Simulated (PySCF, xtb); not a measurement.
C3H3BrClF, SMILES Cl/C(=C(\Br)C)F.

Harmonic wavenumbers (cm⁻¹) from xtb 6.7.1 with GFN2-xTB at its own minimum, in rising order: 124, 128, 140, 267, 302, 319, 374, 450, 497, 765, 1012, 1031, 1084, 1120, 1398, 1446, 1458, 1682, 3006, 3020, 3053.

Task: What does B3LYP-D3(BJ)/def2-SVP (PySCF) give at its own minimum? (Estimate from the structure and the level; the computed values follow.)

Result: 131, 155, 166, 295, 301, 358, 417, 516, 556, 821, 1044, 1048, 1112, 1203, 1396, 1449, 1454, 1731, 3035, 3107, 3149. Paired by order, the mean absolute difference is 37 cm⁻¹ and the zero-point energies are 32.4 and 33.5 kcal/mol.
